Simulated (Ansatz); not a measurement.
Molecular dynamics of H₆HfO₄Si

Input:

```yaml
crystal:
  periodic: [false, false, false]
  atoms:
    - { symbol: Hf, position_ang: [-0.140995, -0.042898, 0.223239] }
    - { symbol: O, position_ang: [0.125119, 0.49903, 2.064389] }
    - { symbol: H, position_ang: [0.28881, 0.837183, 2.951398] }
    - { symbol: O, position_ang: [1.565006, -0.377285, -0.632483] }
    - { symbol: H, position_ang: [2.43648, -0.452322, -1.037069] }
    - { symbol: O, position_ang: [-1.126047, 1.31816, -0.741767] }
    - { symbol: H, position_ang: [-1.541178, 2.046261, -1.216378] }
    - { symbol: O, position_ang: [-1.19263, -1.713245, 0.202569] }
    - { symbol: Si, position_ang: [-2.083633, -3.119467, 0.197102] }
    - { symbol: H, position_ang: [-2.30996, -3.60692, 1.606283] }
    - { symbol: H, position_ang: [-3.426098, -2.892708, -0.450654] }
    - { symbol: H, position_ang: [-1.360773, -4.199489, -0.567928] }
basis:
  gaussian: { orbitals: def2-SVP }
hamiltonian:
  xc: pbe
  dispersion: d4
md:
  timestep: 0.5
  n_steps: 150
  ensemble: nve
  temperature: 500.0
  initial_velocities: maxwell_boltzmann
  seed: 183562
```

Launched with:

```bash
$ ansatz run input.yaml --threads 4 --pin off --max-ram 5120MiB --backend cpu --events-out ev --progress --plain --runs-dir out
```

It starts from a relaxed structure.

Output, in part (step lines, the closing report, with atoms numbered from 0):

```
md step     0: t =     0.00 fs  T =   500.0 K  F+E_penalty+E_count = -17457.28121803 eV  E_kin = 0.646300 eV  conserved = -17456.63491804 eV  (30 SCF iters)
[... lines left out ...]
Total energy: -17456.98967298 eV, -641.5325377094 hartree
Atom 0 at    -0.137935    -0.027481     0.257182 Å, force    -0.442195    -0.522963    -0.039439 eV/Å
Atom 1 at     0.223324     0.744991     2.017346 Å, force    -0.073700    -0.129110    -0.007874 eV/Å
Atom 2 at     0.493685     0.711491     2.945986 Å, force    -0.005763     0.064178    -0.115319 eV/Å
Atom 3 at     1.492755    -0.565796    -0.625287 Å, force     0.581111    -0.225818    -0.454287 eV/Å
Atom 4 at     2.129655    -0.999608    -1.224965 Å, force    -0.379316     0.324417     0.372959 eV/Å
Atom 5 at    -1.209621     1.131166    -0.895044 Å, force     0.408094    -0.351864     0.323010 eV/Å
Atom 6 at    -1.949215     1.662249    -1.189524 Å, force    -0.276951     0.292710    -0.153715 eV/Å
Atom 7 at    -1.133397    -1.747143     0.434292 Å, force    -0.501678    -0.188282    -0.411361 eV/Å
Atom 8 at    -2.087397    -3.088821    -0.005806 Å, force     0.730321    -0.504814     1.263773 eV/Å
Atom 9 at    -1.411389    -4.379046     0.751427 Å, force    -0.769035     1.183973    -0.883446 eV/Å
Atom 10 at    -3.536313    -2.921362     0.560519 Å, force     0.762214    -0.082043    -0.445489 eV/Å
Atom 11 at    -2.101675    -3.331366    -1.527324 Å, force    -0.033100     0.139615     0.551188 eV/Å
Dipole moment:     0.059937     0.141807    -0.060482 e Å
```

The steps, from the saved trajectory:

| time (fs) | T (K) | potential energy less start (eV) | conserved less start (meV/atom) |
| --- | --- | --- | --- |
| 0 | 500 | 0.000 | 0.00 |
| 2.5 | 390 | 0.144 | 0.13 |
| 5 | 358 | 0.185 | 0.08 |
| 7.5 | 339 | 0.209 | 0.05 |
| 10 | 206 | 0.382 | 0.14 |
| 12.5 | 197 | 0.393 | 0.13 |
| 15 | 306 | 0.251 | 0.05 |
| 17.5 | 307 | 0.250 | 0.07 |
| 20 | 303 | 0.256 | 0.13 |
| 22.5 | 402 | 0.127 | 0.01 |
| 25 | 308 | 0.249 | 0.09 |
| 27.5 | 221 | 0.362 | 0.14 |
| 30 | 273 | 0.294 | 0.06 |
| 32.5 | 252 | 0.321 | 0.04 |
| 35 | 150 | 0.455 | 0.16 |
| 37.5 | 246 | 0.329 | 0.03 |
| 40 | 237 | 0.341 | 0.08 |
| 42.5 | 181 | 0.414 | 0.13 |
| 45 | 263 | 0.308 | 0.11 |
| 47.5 | 372 | 0.166 | 0.02 |
| 50 | 309 | 0.248 | 0.12 |
| 52.5 | 325 | 0.227 | 0.08 |
| 55 | 328 | 0.223 | 0.04 |
| 57.5 | 192 | 0.400 | 0.13 |
| 60 | 170 | 0.428 | 0.12 |
| 62.5 | 247 | 0.328 | 0.06 |
| 65 | 231 | 0.349 | 0.09 |
| 67.5 | 259 | 0.313 | 0.13 |
| 70 | 391 | 0.142 | 0.01 |
| 72.5 | 332 | 0.219 | 0.09 |
| 75 | 276 | 0.292 | 0.13 |

All steps were run. The conserved energy stayed within 0.17 meV per atom of its start (net change 0.13 meV per atom), so the integration is sound. Over the second half the temperature averaged 0.55 of the 500 K drawn at the start: a run that starts near a minimum puts about half its kinetic energy into the potential. A run of 0.075 ps of so small a system gives no equilibrium averages.

The same pairs are bonded in the first frame and the last. Pairs count as bonded within 1.25 times the sum of covalent radii (0.12 Å more for H–H).

Last frame:

```xyz
12
Properties=species:S:1:pos:R:3
Hf -0.138 -0.028 0.257
O 0.223 0.745 2.017
H 0.494 0.712 2.946
O 1.493 -0.566 -0.625
H 2.130 -1.000 -1.225
O -1.210 1.131 -0.895
H -1.949 1.662 -1.190
O -1.133 -1.747 0.434
Si -2.087 -3.089 -0.006
H -1.411 -4.379 0.751
H -3.536 -2.921 0.560
H -2.102 -3.331 -1.527
```

Run time: 4.9 min on 4 threads of Arm Neoverse V1, with other jobs on the host, peak memory 0.21 GiB.
